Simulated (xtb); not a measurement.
xtb input (GFN1-xTB):

```bash
xtb mol.xyz --gfn 1 --opt tight --chrg 1 --uhf 0
```
mol.xyz:
```
3

Lu     0.18190811     0.11300637     0.04188786
F     -1.11846589     0.59716403    -1.23764703
F     -0.31658702    -1.48865873     0.90719835
```

Output:

```
           -------------------------------------------------
          |                Calculation Setup                |
           -------------------------------------------------

           -------------------------------------------------
          |                 G F N 1 - x T B                 |
           -------------------------------------------------

        Reference                      10.1021/acs.jctc.7b00118
      * Hamiltonian:
        H0-scaling (s, p, d)           1.850000    2.250000    2.000000
        zeta-weighting                 0.000000
      * Dispersion:
        s8                             2.400000
        a1                             0.630000
        a2                             5.000000
        s9                             0.000000
      * Repulsion:
        kExp                           1.500000
        rExp                           1.000000
      * Coulomb:
        alpha                          2.000000
        third order                    atomic
        anisotropic                    false
      * Halogen bond correction:
        rad-scale                      1.300000
        damping                        0.440000

          ...................................................
          :                      SETUP                      :
          :.................................................:
          :  # basis functions                  18          :
          :  # atomic orbitals                  17          :
          :  # shells                            7          :
          :  # electrons                        16          :
          :  # halogen bonds                     0          :
          :  max. iterations                   250          :
          :  Hamiltonian                  GFN1-xTB          :
          :  restarted?                      false          :
          :  GBSA solvation                  false          :
          :  PC potential                    false          :
          :  electronic temp.          300.0000000     K    :
          :  accuracy                    1.0000000          :
          :  -> integral cutoff          0.2500000E+02      :
          :  -> integral neglect         0.1000000E-07      :
          :  -> SCF convergence          0.1000000E-05 Eh   :
          :  -> wf. convergence          0.2000000E-04 e    :
          :  Broyden damping             0.4000000          :
          :  net charge                          1          :
          :  unpaired electrons                  0          :
          ...................................................

 iter      E             dE          RMSdq      gap      omega  full diag
   1     -9.6095843 -0.960958E+01  0.109E+01    0.53       0.0  T
   2    -10.1271866 -0.517602E+00  0.106E+01   12.35       1.0  T
   3    -10.4559375 -0.328751E+00  0.732E+00    7.45       1.0  T
   4     -9.8714984  0.584439E+00  0.943E+00    0.69       1.0  T
   5    -10.5326661 -0.661168E+00  0.502E+00    6.48       1.0  T
   6    -10.6637299 -0.131064E+00  0.315E+00    4.81       1.0  T
   7    -10.6645253 -0.795427E-03  0.314E+00    4.80       1.0  T
[...]

 SCC (total)                   0 d,  0 h,  0 min,  0.002 sec
 SCC setup                      ...        0 min,  0.000 sec (  3.161%)
 Dispersion                     ...        0 min,  0.000 sec (  1.211%)
 classical contributions        ...        0 min,  0.000 sec (  0.336%)
 integral evaluation            ...        0 min,  0.001 sec ( 36.296%)
 iterations                     ...        0 min,  0.000 sec ( 14.702%)
 molecular gradient             ...        0 min,  0.001 sec ( 40.123%)
 printout                       ...        0 min,  0.000 sec (  3.713%)

         :::::::::::::::::::::::::::::::::::::::::::::::::::::
         ::                     SUMMARY                     ::
         :::::::::::::::::::::::::::::::::::::::::::::::::::::
         :: total energy             -10.733141543661 Eh    ::
         :: gradient norm              0.000031577936 Eh/a0 ::
         :: HOMO-LUMO gap              2.990713038208 eV    ::
         ::.................................................::
         :: SCC energy               -10.741350261578 Eh    ::
         :: -> electrostatic           0.284368373442 Eh    ::
         :: repulsion energy           0.008522677783 Eh    ::
         :: dispersion energy         -0.000313959867 Eh    ::
         :: halogen bond corr.         0.000000000000 Eh    ::
         :: add. restraining           0.000000000000 Eh    ::
         :: total charge               1.000000000000 e     ::
         :::::::::::::::::::::::::::::::::::::::::::::::::::::

           -------------------------------------------------
          |                Property Printout                |
           -------------------------------------------------

    * Orbital Energies and Occupations

         #    Occupation            Energy/Eh            Energy/eV
      -------------------------------------------------------------
         1        2.0000           -1.0865167             -29.5656
         2        2.0000           -1.0777333             -29.3266
         3        2.0000           -0.7810469             -21.2534
         4        2.0000           -0.7653478             -20.8262
         5        2.0000           -0.7593783             -20.6637
         6        2.0000           -0.7501138             -20.4116
         7        2.0000           -0.7488880             -20.3783
         8        2.0000           -0.7487216             -20.3738 (HOMO)
         9                         -0.6388149             -17.3830 (LUMO)
        10                         -0.6204586             -16.8835
        11                         -0.6201848             -16.8761
        12                         -0.6170342             -16.7904
        13                         -0.6071032             -16.5201
        14                         -0.5456633             -14.8483
        15                         -0.4672896             -12.7156
        16                         -0.3371167              -9.1734
        17                         -0.1952295              -5.3125
      -------------------------------------------------------------
                  HL-Gap            0.1099067 Eh            2.9907 eV
             Fermi-level           -0.6937683 Eh          -18.8784 eV

  Mulliken/CM5 charges         n(s)   n(p)   n(d)
     1Lu    1.53355  1.90470   0.668  0.738  0.060
     2F    -0.26678 -0.45235   1.683  5.584  0.000
     3F    -0.26678 -0.45235   1.683  5.584  0.000

Wiberg/Mayer (AO) data.
largest (>0.10) Wiberg bond orders for each atom

 ---------------------------------------------------------------------------
     #   Z sym  total        # sym  WBO       # sym  WBO       # sym  WBO
 ---------------------------------------------------------------------------
     1  71 Lu   2.310 --     2 F    1.155     3 F    1.155
     2   9 F    1.253 --     1 Lu   1.155
     3   9 F    1.253 --     1 Lu   1.155
 ---------------------------------------------------------------------------

Topologies differ in total number of bonds
Writing topology from bond orders to xtbtopo.mol

 dipole moment from electron density (au)
     X       Y       Z
   1.3077   0.8124   0.3011  total (Debye):    3.987

           -------------------------------------------------
          |                Geometry Summary                 |
           -------------------------------------------------

      molecular mass/u    :      212.9636213
   center of mass at/Å    :       -0.0891200      -0.0553638      -0.0205216
  moments of inertia/u·Å² :        0.2034625E+02   0.1127915E+03   0.1331377E+03
Note: The following floating-point exceptions are signalling: IEEE_DENORMAL
normal termination of xtb
rotational constants/cm⁻¹ :        0.8285377E+00   0.1494584E+00   0.1266180E+00

 * 2 selected distances

     #   Z          #   Z                                           value/Å
     1  71 Lu       2   9 F                                       1.9026838 (min)
     1  71 Lu       3   9 F                                       1.9026838 (max)

 * 1 distinct bonds (by element types)

   Z      Z             #   av. dist./Å        max./Å        min./Å
   9 F   71 Lu          2     1.9026838     1.9026838     1.9026838

optimized geometry written to: xtbopt.xyz

           -------------------------------------------------
          | TOTAL ENERGY              -10.733141543661 Eh   |
          | GRADIENT NORM               0.000031577936 Eh/α |
          | HOMO-LUMO GAP               2.990713038208 eV   |
           -------------------------------------------------

------------------------------------------------------------------------
------------------------------------------------------------------------
 total:
 SCF:
 ANC optimizer:
```
